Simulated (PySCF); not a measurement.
Molfile (atoms numbered from 1):
```
C7H13B
     RDKit          3D

 21 21  0  0  0  0  0  0  0  0999 V2000
    3.0686    0.3663   -0.5099 B   0  0  0  0  0  0  0  0  0  0  0  0
    1.9466    0.2930    0.5616 C   0  0  0  0  0  0  0  0  0  0  0  0
    0.5800   -0.2359    0.1565 C   0  0  1  0  0  0  0  0  0  0  0  0
   -0.4098   -0.4771    1.3002 C   0  0  0  0  0  0  0  0  0  0  0  0
   -1.7537   -0.6330    0.5894 C   0  0  0  0  0  0  0  0  0  0  0  0
   -1.6524    0.2788   -0.6179 C   0  0  0  0  0  0  0  0  0  0  0  0
   -2.6611    0.6430   -1.4114 C   0  0  0  0  0  0  0  0  0  0  0  0
   -0.2085    0.7039   -0.7645 C   0  0  0  0  0  0  0  0  0  0  0  0
    3.0026   -0.2831   -1.5321 H   0  0  0  0  0  0  0  0  0  0  0  0
    4.0702    1.0156   -0.3050 H   0  0  0  0  0  0  0  0  0  0  0  0
    1.8599    1.2314    1.1400 H   0  0  0  0  0  0  0  0  0  0  0  0
    2.4260   -0.4089    1.2866 H   0  0  0  0  0  0  0  0  0  0  0  0
    0.7187   -1.1934   -0.3794 H   0  0  0  0  0  0  0  0  0  0  0  0
   -0.4260    0.4125    1.9552 H   0  0  0  0  0  0  0  0  0  0  0  0
   -0.1412   -1.3399    1.9292 H   0  0  0  0  0  0  0  0  0  0  0  0
   -1.8760   -1.6751    0.2445 H   0  0  0  0  0  0  0  0  0  0  0  0
   -2.6245   -0.4058    1.2228 H   0  0  0  0  0  0  0  0  0  0  0  0
   -2.5006    1.2903   -2.2783 H   0  0  0  0  0  0  0  0  0  0  0  0
   -3.6846    0.3063   -1.2229 H   0  0  0  0  0  0  0  0  0  0  0  0
    0.1422    0.6927   -1.8083 H   0  0  0  0  0  0  0  0  0  0  0  0
   -0.0960    1.7429   -0.4005 H   0  0  0  0  0  0  0  0  0  0  0  0
  1  2  1  0
  2  3  1  0
  3  4  1  0
  4  5  1  0
  5  6  1  0
  6  7  2  0
  6  8  1  0
  8  3  1  0
  1  9  1  0
  1 10  1  0
  2 11  1  0
  2 12  1  0
  3 13  1  6
  4 14  1  0
  4 15  1  0
  5 16  1  0
  5 17  1  0
  7 18  1  0
  7 19  1  0
  8 20  1  0
  8 21  1  0
M  END
```

Geometry: PBE0-D3(BJ)/def2-SVP; GIAO shifts from PySCF, gas phase, non-relativistic, averaged over equivalent atoms.

At PBE0/pcSseg-1 (201 basis functions, 29 s wall time on 1 thread of an Intel Xeon 6975P-C, shared host):
| atoms | δ (ppm) |
| --- | --- |
| B1 | 89.8 |
| C6 | 161.3 |
| C7 | 113.1 |
| C8 | 44.8 |
| C2 | 44.0 |
| C3 | 43.6 |
| C4 | 38.9 |
| C5 | 36.0 |
| H9/H10 | 7.73 |
| H18 | 5.29 |
| H19 | 5.26 |
| H20 | 2.45 |
| H17 | 2.38 |
| H16 | 2.37 |
| H11 | 2.13 |
| H13 | 2.12 |
| H15 | 1.69 |
| H21 | 1.64 |
| H14 | 1.13 |
| H12 | 1.13 |

Chemical shifts δ = σref − σ; BF3·OEt2 for $^{11}$B (σ = 100.73 ppm); TMS for $^{13}$C (σ = 184.41 ppm) and $^{1}$H (σ = 31.27 ppm), all at this level.

Q: What do these become at CAM-B3LYP/pcSseg-1?

A: 
```csv
atoms,δ at CAM-B3LYP/pcSseg-1,change
B1,93.9,+4.1
C6,165.2,+3.9
C7,114.8,+1.7
C8,44.5,-0.3
C2,44.2,+0.2
C3,43.7,+0.1
C4,39.1,+0.2
C5,35.6,-0.4
H9/H10,7.66,-0.07
H18,5.22,-0.07
H19,5.19,-0.07
H20,2.40,-0.05
H17,2.33,-0.05
H16,2.31,-0.06
H11,2.05,-0.08
H13,2.04,-0.08
H15,1.66,-0.03
H21,1.58,-0.06
H14,1.10,-0.03
H12,1.02,-0.11
```

Scale: $^{11}$B (σref 99.35) against BF3·OEt2; TMS for $^{13}$C (σref 182.45), $^{1}$H (σref 31.33) (reference shieldings calculated alike).

The largest change is at B1 (boron bonded to C, 2 H). Cost: 201 basis functions, 29 s wall time on 1 thread of an Intel Xeon 6975P-C, shared host. The order of the carbon signals is the same at both levels.

A carbon bonded to boron is broadened by the quadrupolar boron nucleus and is often missing from a measured spectrum.
